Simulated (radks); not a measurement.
The numbers below are computed, except where a source is named.
Question: The holmium ion Ho+ is in [Xe] 4f11 6s1. Code: a radial shooting solver on a logarithmic mesh with Libxc functionals. Model: scalar-relativistic Kohn-Sham, r2SCAN, spin-polarised, spherical densities, finite nucleus; meta-GGA in the generalised Kohn-Sham scheme; Fermi nuclear charge, rms radius of each element as measured or else 0.836 A^(1/3) + 0.57 fm. Open shells are filled with parallel spins first. One electron is removed from 6s, 4f, 5s, 5p in turn, with full relaxation. Which removal costs least, and what does each cost?

Answer: 6s 11.790 eV; 4f 15.377 eV; 5p 38.342 eV; 5s 63.595 eV. The 6s electron leaves first.
